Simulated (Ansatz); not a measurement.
Frontier orbitals of `COCN[SiH3]`.

Charge 0, multiplicity 1. Geometry: relaxed with PBE0-D4/def2-TZVP. It is one conformer, not always the lowest. Basis def2-TZVPP, Ansatz 0.2.0.

| functional | HOMO (eV) | LUMO (eV) | gap (eV) |
| --- | --- | --- | --- |
| LDA (SPW92) | -6.01 | -0.62 | 5.39 |
| PBE | -5.87 | -0.38 | 5.49 |
| BLYP | -5.76 | -0.29 | 5.47 |
| r2SCAN | -6.16 | 0.11 | 6.27 |
| PBE0 | -7.29 | 0.46 | 7.75 |
| B3LYP | -7.06 | 0.20 | 7.26 |
| BHLYP | -8.62 | 1.20 | 9.82 |
| LC-ωPBE | -10.06 | 2.57 | 12.63 |
| ωB97M-V | -9.64 | 2.00 | 11.64 |

Against PBE, PBE0 changes HOMO and LUMO by −1.42 and +0.84 eV, ωB97M-V by −3.77 and +2.38 eV. A gap of 5.49 eV thus becomes 11.64 eV for the same molecule, so an orbital gap means little without its functional. A positive LUMO is unbound and depends on the basis.

B3LYP here is the variant with VWN-RPA as its local correlation; programs differ in this. LC-ωPBE has ω = 0.4 bohr⁻¹.
